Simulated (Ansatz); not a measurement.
`CC1=CC(C(F)(F)F)=[O+][Ti-]([OH])([F])([Cl])[O]1`. Total charge 0; spin multiplicity 1. Correlated methods include outer-core shells of Ti, which these sets cover unevenly. Scalar relativity is left out up to krypton.

Cartesian coordinates in Å:
```
C 0.7638 1.9455 1.7799
C 0.3527 0.9413 0.7569
C -0.1069 -0.3344 1.1497
C -0.4700 -1.2499 0.1985
C -0.9191 -2.6547 0.6112
F -0.9281 -2.8063 1.9363
F -0.0951 -3.5645 0.0977
F -2.1457 -2.8960 0.1598
O -0.4784 -1.0788 -1.0614
Ti -0.1211 0.4349 -2.2575
O 1.4689 1.0085 -2.8256
F -0.4725 -0.6360 -3.6004
Cl -1.7355 1.9290 -2.4344
O 0.4385 1.2801 -0.4481
H 0.6978 1.5563 2.7940
H 1.7860 2.2713 1.5754
H 0.1220 2.8249 1.6830
H -0.1531 -0.5962 2.1946
H 1.9960 1.6250 -2.3095
```

(1) Give the diagnostics of a CCSD(T)/def2-TZVPP run (frozen core, Ansatz). (An estimate is asked.)

## Answers

(1) Computed: T1 = 0.0208, largest single amplitude 0.050, largest double 0.048, (T) share of the correlation energy 4.4 %, 14 CCSD cycles. The RHF solution is stable towards an unrestricted one. T1 lies over the customary mark of 0.02 for closed shells; compounds of d metals often pass it without a breakdown.
